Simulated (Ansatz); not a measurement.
Calculated with Ansatz (gas phase, PBE0-D4/def2-TZVP geometries, no zero-point term in ΔE). CBS: MP2 limit from def2 TZ/QZ plus the TZ coupled-cluster correction, frozen cores. This one scheme is used for every species. Functionals use def2-TZVPP. B3LYP here is the variant with VWN-RPA as its local correlation; programs differ in this. def2 core potentials past Kr. For Sn outer-core shells are correlated without core-valence functions, which leaves a few kJ/mol of doubt a bond.

`[CH3][SnH]([CH3])[CH3]` + `[AlH3]` → `[CH3][SnH]([CH3])[AlH2]` + CH₄  (formal exchange of groups at the Sn–C bond)

Question: Is it downhill or uphill in electronic energy at CCSD(T)/CBS, and by how much? (Best estimate.)

Answer: Ansatz gave: Downhill: ΔE = -60.1 kJ/mol.

Question: What do these levels give: r2SCAN-D4, PBE0-D4, ωB97X-V, PBE0, B3LYP, MP2/def2-QZVPP? (Best estimate.)

Answer: The calculation gave: r2SCAN-D4 -68.7, PBE0-D4 -70.8, ωB97X-V -58.8, PBE0 -71.5, B3LYP -66.6, MP2/def2-QZVPP -57.0 kJ/mol.

Largest T1 diagnostic among the species: 0.011.
